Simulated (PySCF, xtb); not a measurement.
Sb(OEt)3 (C6H15O3Sb), SMILES CC[O][Sb]([O]CC)[O]CC. One conformer was computed; it need not be the lowest.

Harmonic wavenumbers (cm⁻¹) from GFN2-xTB in xtb at its own minimum, in rising order: 27, 33, 48, 60, 66, 85, 92, 122, 157, 191, 210, 221, 231, 260, 282, 288, 391, 414, 450, 465, 523, 824, 829, 836, 924, 925, 933, 1074, 1078, 1082, 1092, 1097, 1119, 1147, 1150, 1152, 1257, 1263, 1265, 1331, 1335, 1341, 1392, 1393, 1395, 1461, 1466, 1475, 1475, 1479, 1488, 1489, 1492, 1495, 2868, 2894, 2898, 2908, 2917, 2930, 3001, 3034, 3036, 3039, 3041, 3042, 3043, 3046, 3054.

Problem. What does PySCF with PBE0-D3(BJ)/def2-SVP give at its own minimum? (An estimate is asked for; the answer gives what the named calculation found.)

Solution. 30, 43, 48, 59, 73, 92, 106, 131, 164, 190, 242, 257, 280, 296, 328, 331, 425, 432, 549, 552, 605, 801, 810, 814, 924, 928, 938, 1107, 1108, 1110, 1126, 1138, 1156, 1170, 1175, 1177, 1302, 1306, 1311, 1366, 1366, 1373, 1406, 1411, 1418, 1451, 1453, 1454, 1468, 1472, 1477, 1482, 1494, 1500, 3001, 3017, 3039, 3048, 3054, 3057, 3057, 3071, 3090, 3153, 3156, 3156, 3161, 3165, 3166. Paired by order, the mean absolute difference is 43 cm⁻¹ and the zero-point energies are 128.5 and 132.4 kcal/mol.
